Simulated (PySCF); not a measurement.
## Magnetisability: SMILES Cl/C=C\O[SiH2]O, C₂H₅ClO₂Si

Molfile (atoms numbered from 1):
```
C2H5ClO2Si
     RDKit          3D

 11 10  0  0  0  0  0  0  0  0999 V2000
   -1.5891    1.2071    0.1757 O   0  0  0  0  0  0  0  0  0  0  0  0
   -1.3843   -0.3489   -0.2388 Si  0  0  0  0  0  4  0  0  0  0  0  0
    0.0571   -0.4578   -0.9881 O   0  0  0  0  0  0  0  0  0  0  0  0
    1.3233   -0.1895   -0.6871 C   0  0  0  0  0  0  0  0  0  0  0  0
    1.8620    0.0668    0.4983 C   0  0  0  0  0  0  0  0  0  0  0  0
    0.9617    0.1041    1.9597 Cl  0  0  0  0  0  0  0  0  0  0  0  0
   -2.3641    1.5057    0.6394 H   0  0  0  0  0  0  0  0  0  0  0  0
   -2.2330   -0.7265   -1.3578 H   0  0  0  0  0  0  0  0  0  0  0  0
   -1.5102   -1.2287    0.9168 H   0  0  0  0  0  0  0  0  0  0  0  0
    1.9704   -0.1995   -1.5587 H   0  0  0  0  0  0  0  0  0  0  0  0
    2.9117    0.2699    0.6146 H   0  0  0  0  0  0  0  0  0  0  0  0
  1  2  1  0
  2  3  1  0
  3  4  1  0
  4  5  2  0
  5  6  1  0
  1  7  1  0
  2  8  1  0
  2  9  1  0
  4 10  1  0
  5 11  1  0
M  END
```

Method: PySCF 2.14.0, GIAO PBE/pcSseg-1 magnetisability, rotational g tensor and spin-rotation constants, non-relativistic, gas phase. Geometry: GFN2-xTB.

Question: What are the magnetisability and the molar susceptibility?

Answer: Isotropic -1037 × 10⁻³⁰ J/T², or -62.5 × 10⁻⁶ cm³/mol; principal values -1075, -1037, -998 × 10⁻³⁰ J/T², anisotropy 67 × 10⁻³⁰ J/T² (root of half the summed squared differences of the principal values). The susceptibility is in cgs units.

Question: Split it along the inertial axes a, b, c into diamagnetic and paramagnetic parts about the centre of mass, with the quadrupole moment.

Answer: 
```
axis  χ (10⁻⁶ cm³/mol)  diamagnetic (10⁻⁶ cm³/mol)  paramagnetic (10⁻⁶ cm³/mol)  summed x² of all electrons (Å²)  quadrupole Θ (D Å)
   a             -60.6                      -423.5                        362.9                            146.0               +0.83
   b             -62.2                      -731.2                        669.1                             73.5               +5.55
   c             -64.6                      -931.5                        866.9                             26.3               -6.38
```
Anisotropies 2χaa − χbb − χcc = +5.5 and 2χbb − χaa − χcc = +0.9 × 10⁻⁶ cm³/mol. Θ is traceless in Buckingham's convention.

Question: And the rotational g tensor?

Answer: 
| axis | rotational constant (GHz) | g | nuclear part | electronic part |
| --- | --- | --- | --- | --- |
| a | 3.5212 | -0.0393 | 0.5610 | -0.6003 |
| b | 1.7932 | -0.0211 | 0.5425 | -0.5636 |
| c | 1.3570 | -0.0099 | 0.5428 | -0.5527 |

Asymmetric top; isotopes 12C, 35Cl, 1H, 16O, 28Si; no vibrational averaging.
